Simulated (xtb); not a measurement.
xtb input (GFN2-xTB):

```bash
xtb mol.xyz --gfn 2 --ohess tight --chrg 0 --uhf 0
```
mol.xyz:
```
17

Ti     0.00381338    -0.01543138     0.00161619
C      1.72913892    -0.37574582    -1.09172842
H      2.20268651    -1.30862649    -0.70942639
H      2.44126370     0.44125103    -1.00051819
H      1.45156389    -0.49656334    -2.14516085
C      0.48261186     0.50201180     1.92127128
H      0.08494178    -0.20885297     2.66759863
H      0.20380866     1.53901465     2.17401509
H      1.61444115     0.41142323     2.08269409
C     -1.05923308     1.58832433    -0.88263914
H     -1.89208016     1.84447546    -0.22994397
H     -1.40894463     1.29644550    -1.83477551
H     -0.38888367     2.45196950    -0.97738076
C     -1.24859285    -1.65365626    -0.03547103
H     -0.91206030    -2.39878749    -0.77768542
H     -2.27635313    -1.39807818    -0.13616502
H     -1.10512290    -2.27570293     0.95126131
```

Output:

```
           -------------------------------------------------
          |                Calculation Setup                |
           -------------------------------------------------

           -------------------------------------------------
          |                 G F N 2 - x T B                 |
           -------------------------------------------------

        Reference                      10.1021/acs.jctc.8b01176
      * Hamiltonian:
        H0-scaling (s, p, d)           1.850000    2.230000    2.230000
        zeta-weighting                 0.500000
      * Dispersion:
        s8                             2.700000
        a1                             0.520000
        a2                             5.000000
        s9                             5.000000
      * Repulsion:
        kExp                           1.500000    1.000000
        rExp                           1.000000
      * Coulomb:
        alpha                          2.000000
        third order                    shell-resolved
        anisotropic                    true
        a3                             3.000000
        a5                             4.000000
        cn-shift                       1.200000
        cn-exp                         4.000000
        max-rad                        5.000000

          ...................................................
          :                      SETUP                      :
          :.................................................:
          :  # basis functions                  38          :
          :  # atomic orbitals                  37          :
          :  # shells                           23          :
          :  # electrons                        32          :
          :  max. iterations                   250          :
          :  Hamiltonian                  GFN2-xTB          :
          :  restarted?                      false          :
          :  GBSA solvation                  false          :
          :  PC potential                    false          :
          :  electronic temp.          300.0000000     K    :
          :  accuracy                    1.0000000          :
          :  -> integral cutoff          0.2500000E+02      :
          :  -> integral neglect         0.1000000E-07      :
          :  -> SCF convergence          0.1000000E-05 Eh   :
          :  -> wf. convergence          0.1000000E-03 e    :
          :  Broyden damping             0.4000000          :
          :  net charge                          0          :
          :  unpaired electrons                  0          :
          ...................................................

 iter      E             dE          RMSdq      gap      omega  full diag
   1    -16.0017048 -0.160017E+02  0.602E+00    0.86       0.0  T
   2    -16.2488638 -0.247159E+00  0.481E+00    3.21       1.0  T
   3    -16.3863030 -0.137439E+00  0.240E+00    2.34       1.0  T
   4    -16.4050629 -0.187599E-01  0.799E-01    2.03       1.0  T
   5    -16.4025702  0.249275E-02  0.615E-01    1.81       1.0  T
   6    -16.4054475 -0.287730E-02  0.702E-02    1.95       1.0  T
[...]
eigval :       -0.00    -0.00    -0.00    -0.00     0.00     0.00
eigval :       49.44    74.67    77.96    89.92   143.29   143.62
eigval :      143.68   154.26   154.27   417.67   476.41   476.80
eigval :      476.87   494.14   494.56   494.60   532.61   532.65
eigval :      542.07   542.58   542.63  1214.50  1214.57  1214.58
Molecule has the following symmetry elements: 4*(C3) 3*(C2)
It seems to be the T point group
eigval :     1231.93  1475.70  1475.75  1475.79  1479.35  1479.38
eigval :     1480.58  1480.59  1480.63  2852.52  2852.73  2853.89
eigval :     2864.73  2865.11  2865.19  2869.40  2871.36  2871.42
eigval :     2875.10  2876.01  2876.30
 reduced masses (amu)
   1:  9.65   2: 23.50   3: 16.76   4: 25.75   5: 18.74   6: 11.88   7:  1.02   8:  1.20
   9:  1.19  10:  1.19  11: 17.37  12: 17.37  13: 17.37  14:  8.18  15:  8.19  16:  9.49
  17: 11.30  18: 11.41  19: 11.43  20:  2.49  21:  2.49  22:  2.49  23:  3.23  24:  3.26
  25: 13.37  26: 13.21  27: 13.21  28:  3.22  29:  3.22  30:  3.22  31:  3.29  32:  1.74
  33:  1.74  34:  1.74  35:  1.73  36:  1.73  37:  1.74  38:  1.74  39:  1.74  40:  1.95
  41:  1.95  42:  1.95  43:  1.58  44:  1.71  45:  1.73  46:  1.30  47:  1.90  48:  1.90
  49:  1.55  50:  1.48  51:  1.44
 IR intensities (km·mol⁻¹)
   1:  0.00   2:  0.00   3:  0.00   4:  0.00   5:  0.00   6:  0.00   7:  0.00   8:  0.00
   9:  0.00  10:  0.00  11:  0.70  12:  0.70  13:  0.72  14:  0.00  15:  0.00  16:  0.00
  17:  2.85  18:  3.10  19:  3.13  20:  0.33  21:  0.35  22:  0.37  23:  0.29  24:  0.57
  25:154.24  26:153.25  27:153.62  28: 16.39  29: 16.35  30: 16.31  31:  0.00  32:  0.49
  33:  0.40  34:  0.37  35:  0.00  36:  0.01  37:  2.82  38:  2.77  39:  2.89  40:  1.43
  41:  1.61  42:  0.61  43:136.45  44:150.90  45:154.31  46: 10.17  47:  1.51  48:  2.24
  49: 12.92  50:  4.63  51:  2.58
 Raman intensities (Ä⁴*amu⁻¹)
   1:  0.00   2:  0.00   3:  0.00   4:  0.00   5:  0.00   6:  0.00   7:  0.00   8:  0.00
   9:  0.00  10:  0.00  11:  0.00  12:  0.00  13:  0.00  14:  0.00  15:  0.00  16:  0.00
  17:  0.00  18:  0.00  19:  0.00  20:  0.00  21:  0.00  22:  0.00  23:  0.00  24:  0.00
  25:  0.00  26:  0.00  27:  0.00  28:  0.00  29:  0.00  30:  0.00  31:  0.00  32:  0.00
  33:  0.00  34:  0.00  35:  0.00  36:  0.00  37:  0.00  38:  0.00  39:  0.00  40:  0.00
  41:  0.00  42:  0.00  43:  0.00  44:  0.00  45:  0.00  46:  0.00  47:  0.00  48:  0.00
  49:  0.00  50:  0.00  51:  0.00
 output can be read by thermo (or use thermo option).
 writing <g98.out> molden fake output.
 recommended (thermochemical) frequency scaling factor: 1.0
           -------------------------------------------------
          |             Thermodynamic Functions             |
           -------------------------------------------------

t   symmetry found (for desy threshold:  0.10E+00) used in thermo

          ...................................................
          :                      SETUP                      :
          :.................................................:
          :  # frequencies                          45      :
          :  # imaginary freq.                       0      :
          :  linear?                             false      :
          :  only rotor calc.                    false      :
          :  symmetry                                t      :
          :  rotational number                      12      :
          :  scaling factor                  1.0000000      :
          :  rotor cutoff                   50.0000000 cm⁻¹ :
          :  imag. cutoff                  -20.0000000 cm⁻¹ :
          :.................................................:

    mode    ω/cm⁻¹     T·S(HO)/kcal·mol⁻¹    T·S(FR)/kcal·mol⁻¹   T·S(vib)
   ------------------------------------------------------------------------
       1     49.44    -1.44296 ( 48.87%)    -1.05938 ( 51.13%)    -1.24684
       2     74.67    -1.20048 ( 83.26%)    -0.93742 ( 16.74%)    -1.15643
       3     77.96    -1.17521 ( 85.53%)    -0.92466 ( 14.47%)    -1.13895
       4     89.92    -1.09176 ( 91.27%)    -0.88240 (  8.73%)    -1.07349
       5    143.29    -0.82273 ( 98.54%)    -0.74447 (  1.46%)    -0.82159
       6    143.62    -0.82142 ( 98.55%)    -0.74379 (  1.45%)    -0.82030
       7    143.68    -0.82119 ( 98.55%)    -0.74367 (  1.45%)    -0.82007
       8    154.26    -0.78085 ( 98.91%)    -0.72263 (  1.09%)    -0.78022
       9    154.27    -0.78081 ( 98.91%)    -0.72261 (  1.09%)    -0.78017
   ------------------------------------------------------------------------
Note: The following floating-point exceptions are signalling: IEEE_UNDERFLOW_FLAG IEEE_DENORMAL
normal termination of xtb

   temp. (K)  partition function   enthalpy   heat capacity  entropy
                                   cal/mol     cal/K/mol   cal/K/mol   J/K/mol
 298.15  VIB  0.130E+05             5762.072     32.810     37.147
         ROT  0.174E+05              888.752      2.981     22.384
         INT  0.226E+09             6650.824     35.791     59.531
         TR   0.109E+28             1481.254      4.968     39.929
         TOT                        8132.0778    40.7590    99.4603   416.1417

       T/K    H(0)-H(T)+PV         H(T)/Eh          T*S/Eh         G(T)/Eh
   ------------------------------------------------------------------------
    298.15    0.129593E-01    0.145439E+00    0.472568E-01    0.981821E-01
   ------------------------------------------------------------------------

         :::::::::::::::::::::::::::::::::::::::::::::::::::::
         ::                  THERMODYNAMIC                  ::
         :::::::::::::::::::::::::::::::::::::::::::::::::::::
         :: total free energy         -16.095420120425 Eh   ::
         ::.................................................::
         :: total energy              -16.193602218245 Eh   ::
         :: zero point energy           0.132479581679 Eh   ::
         :: G(RRHO) w/o ZPVE           -0.034297483859 Eh   ::
         :: G(RRHO) contrib.            0.098182097820 Eh   ::
         :::::::::::::::::::::::::::::::::::::::::::::::::::::

optimized geometry written to: xtbopt.xyz

           -------------------------------------------------
          | TOTAL ENERGY              -16.193602218245 Eh   |
          | TOTAL ENTHALPY            -16.048163345666 Eh   |
          | TOTAL FREE ENERGY         -16.095420120425 Eh   |
          | GRADIENT NORM               0.000435861212 Eh/α |
          | HOMO-LUMO GAP               2.052091406170 eV   |
           -------------------------------------------------

------------------------------------------------------------------------
------------------------------------------------------------------------
 total:
 SCF:
 ANC optimizer:
 analytical hessian:
```
